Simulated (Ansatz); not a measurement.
Isolated molecules relaxed with PBE0-D4/def2-TZVP in Ansatz; ΔE leaves out vibrations. CBS: MP2 limit from def2 TZ/QZ plus the TZ coupled-cluster correction, frozen cores. For Ge, Se outer-core shells are correlated without core-valence functions, which leaves a few kJ/mol of doubt a bond. Scalar relativity is left out up to krypton. One conformer a species, not always the lowest.

`[SeH][SiH]1[NH][AlH]1` + `[F][GeH]([F])[Cl]` → `[F][Ge]([F])([Cl])[SeH]` + `[NH]1[AlH][SiH2]1`  (formal exchange of groups at the Se–Si bond)

```
                  species  CCSD/def2-TZVPP energy (Eh)
  `[SeH][SiH]1[NH][AlH]1`                  -2988.25396
      `[F][GeH]([F])[Cl]`                  -2735.50815
`[F][Ge]([F])([Cl])[SeH]`                  -5135.65163
      `[NH]1[AlH][SiH2]1`                   -588.10296
```

(1) Work out ΔE.

(2) What do rigid-rotor, harmonic-oscillator terms from PBE0-D4/def2-TZVP frequencies (298.15 K, 1 bar) make of the CCSD(T)/CBS value? (Estimate.)

Largest T1 diagnostic among the species: 0.015.

Results:

(1) ΔE = (-5135.65163) + (-588.10296) − (-2988.25396) − (-2735.50815) = 0.00752 Eh = +19.7 kJ/mol. CCSD(T)/CBS gives +23.6 kJ/mol.

(2) The calculation gave: ΔZPE = -1.7 kJ/mol, ΔH = +22.8 kJ/mol, ΔS = 1 J/(mol·K), ΔG = +22.5 kJ/mol.

Leaving LDA and LC-ωPBE aside and taking each functional with its dispersion term where it has one, the values, not all of them listed here, spread over 7.2 kJ/mol, from BLYP-D4 to PBE-QIDH. At CCSD(T), def2-SVP lies −6.8 kJ/mol from the extrapolated value and def2-TZVPP −3.4 kJ/mol.
